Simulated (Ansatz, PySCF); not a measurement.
Gas-phase reaction 2 R1 → P1 + P2, each structure at its B3LYP-D3(BJ)/def2-TZVP stationary point, reached from a drawn start (curvature not checked).
P1, Br4Sn (SMILES [Br][Sn]([Br])([Br])[Br]) (charge 0, multiplicity 1, Z-matrix in Å and degrees):
```
Sn
Br 1 2.4700
Br 1 2.4700 2 109.47
Br 1 2.4700 2 109.48 3 120.00
Br 1 2.4700 2 109.48 3 -120.00
```
R1: Br3Sn (SMILES [Br][Sn]([Br])[Br]), charge 0, multiplicity 2.
P2: Br2Sn (SMILES [Br][Sn][Br]), charge 0, multiplicity 1.

P less R. No zero-point or thermal terms; singlets are restricted closed shells; open shells are unrestricted; no spin–orbit coupling.

Codes used: Ansatz (Gaussian orbitals); PySCF for the D3/D4 terms. All values are computed, each at the level named. Elements past Kr take the def2 small-core potentials, without spin–orbit coupling.

Question: One of these levels gives -123.2 kJ/mol for the reaction energy. Which?
(A) HF/def2-SVP
(B) CAM-B3LYP/def2-TZVPP
(C) PBE-D4/def2-TZVPP

Answer: C, PBE-D4/def2-TZVPP. The others give -109.7 (HF/def2-SVP), -140.4 (CAM-B3LYP/def2-TZVPP)

Ansatz is an electronic-structure program.
